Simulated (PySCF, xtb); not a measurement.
CH₄MgSSe, SMILES C[S][Mg][SeH]. One conformer was computed; it need not be the lowest.

Harmonic wavenumbers (cm⁻¹) from GFN2-xTB (xtb 6.7.1) at its own minimum, in rising order: 6, 61, 95, 128, 158, 248, 377, 390, 710, 935, 941, 1314, 1435, 1453, 2088, 2936, 2947, 3039.

### Question
What does B3LYP-D3(BJ)/def2-SVP (PySCF) give at its own minimum? (The exact figures need the calculation; the answer reports its results.)

### Answer
56, 64, 77, 106, 164, 235, 494, 516, 690, 949, 963, 1335, 1457, 1461, 2387, 3041, 3138, 3142. Paired by order, the mean absolute difference is 64 cm⁻¹ and the zero-point energies are 27.5 and 29.0 kcal/mol.
